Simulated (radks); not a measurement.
Valence configurations of neutral cobalt (all share [Ar]). Method: Dirac Kohn-Sham, LDA (Slater exchange, Perdew-Wang correlation), spin-unpolarised, spherical densities, finite nucleus; open shells fill j = l - 1/2 first; Fermi nuclear charge, rms radius 3.7875 fm; computed with a radial shooting solver on a logarithmic mesh with Libxc functionals. Order these by energy: 3d6 4s1 4p2; 3d6 4s2 4p1; 3d5.5 4s2 4p1.5; 3d8 4s1; 3d7 4s2; 3d7 4s1.5 4p0.5; 3d6.5 4s2 4p0.5; 3d7 4s1 4p1; 3d5 4s2 4p2; 3d9.

Answer. From the lowest, in eV above it: 3d8 4s1 0.000; 3d9 1.142; 3d7 4s2 1.154; 3d7 4s1.5 4p0.5 3.311; 3d6.5 4s2 4p0.5 5.268; 3d7 4s1 4p1 5.538; 3d6 4s2 4p1 10.768; 3d6 4s1 4p2 16.032; 3d5.5 4s2 4p1.5 17.770; 3d5 4s2 4p2 26.373. NIST lists [Ar] 3d7 4s2 as the ground configuration; this level of theory puts 3d8 4s1 lower, by 1.154 eV. The energies are those of spherical spin-averaged densities, not of single terms.
